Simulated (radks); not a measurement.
Numerical settings for the fluorine ion F+, [He] 2s2 2p4. Method: scalar-relativistic Kohn-Sham, r2SCAN, spin-polarised, spherical densities, finite nucleus; open shells are filled with parallel spins first; meta-GGA in the generalised Kohn-Sham scheme; Fermi nuclear charge, rms radius 2.8976 fm; computed with a radial shooting solver on a logarithmic mesh with Libxc functionals. The defaults (mesh step 0.008 in ln r, mesh end at 40 bohr or more with all orbitals vanishing there, Anderson mixing 0.5 over 9 steps, residual threshold near 1e-9 with the energy settled to 1e-9 hartree or 1e-11 of itself, here a cap of 68 iterations) give E = -99.145 hartree and 2p at -25.582 eV in 16 iterations. Run on one thread of a shared host, so times are rough (Arm Neoverse V2): 0.09 s of CPU time, 0.09 s wall, 16 iterations on 2189 mesh points. Changes against that run (0 stands for a change within the tolerance of the run):

| setting | iterations | converged | E (mhartree) | e(2p) (meV) | CPU (s) |
|---|---|---|---|---|---|
| mesh step in ln r 0.012 | 13 | yes | 0 | 0 | 0.05 |
| mesh step in ln r 0.2 | 68 | no | -5.89e+05 | - | 0.08 |
| mesh step in ln r 0.005 | 20 | yes | 0 | 0 | 0.16 |
| mesh end (bohr) 1 | 13 | level above zero | +2.06e+04 | +1.45e+05 | 0.05 |
| mesh end (bohr) 400 | 16 | yes | 0 | 0 | 0.09 |
| residual threshold 0.1 | 9 | yes | 0 | -0.176 | 0.05 |
| residual threshold 1e-16 | 68 | no | 0 | 0 | 0.26 |
| mixing 2.5 | 59 | yes | 0 | 0 | 0.28 |
| linear mixing, mixing 1 | 33 | no | diverged | - | 0.25 |
| linear mixing, mixing 0.5 | 31 | no | diverged | - | 0.19 |
| mixing history 3 | 33 | yes | 0 | 0 | 0.15 |
| iteration cap 5 | 5 | no | +0.009 | +10.5 | 0.03 |

Settled on a wrong energy, with an occupied level pushed above zero by the early mesh end: mesh end (bohr) 1 (+20.6 hartree). Apart from these: no run marked as converged misses the energy by more than 1 mhartree. A mesh that ends early acts as a hard wall.
